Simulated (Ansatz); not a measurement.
Ge2H6⁻, that is Ge(GeH3)H3 with one electron more. Charge -1, multiplicity 2. Geometry PBE0-D4/def2-TZVP, that of the neutral singlet; atoms count from 1.

```xyz
8

Ge    0.295   -0.613   -1.001
Ge   -0.295    0.613    1.001
H     0.216    2.059    0.912
H     0.329   -0.053    2.237
H    -1.821    0.643    1.179
H     1.814   -0.564   -1.229
H    -0.404   -0.003   -2.226
H    -0.134   -2.083   -0.873
```

The highest occupied level of the charge -1 doublet lies above zero (up to 2.29 eV). By energy differences it is unbound by 1.11 eV (vertical, against the charge 0 singlet, at PBE0-D4/def2-TZVPD) and held by the finite basis.

Question: Estimate the Mulliken populations from the PBE0/def2-TZVPD orbitals of Ansatz.

Answer: 
```csv
atom,charge (e),spin (α − β)
Ge1,-0.75,0.44
Ge2,-0.75,0.44
H3,0.08,0.02
H4,0.08,0.02
H5,0.08,0.02
H6,0.08,0.02
H7,0.08,0.02
H8,0.08,0.02
```
Mulliken values depend strongly on the basis. With diffuse functions, as here, like atoms can get unlike values, and bond orders can come out too low or too high.

Question: Where does the spin sit?

Answer: Summed by element: Ge 0.88, H 0.12, of 1 unpaired in all. Largest on single atoms: Ge1 0.44, Ge2 0.44, H5 0.02.

Question: And the Mayer bond orders between heavy atoms (over 0.3)?

Answer: Ge1–Ge2 1.99 (2.42 Å).
